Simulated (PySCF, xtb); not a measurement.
Si(F)(Me)3 (C₃H₉FSi), SMILES C[Si](C)(C)F.

GFN2-xTB (xtb 6.7.1) at its own geometry gives an orbital gap of 7.00 eV and a dipole moment of 2.13 D.

Coordinates come from a PBE0-D3(BJ)/def2-SVP optimisation.

**Question.** What does B3LYP/def2-TZVP (PySCF) give? (Estimate from the structure and the level; the computed values follow.)

**Answer.** gap 8.94 eV (levels -8.41 and 0.53 eV), dipole 1.91 D.
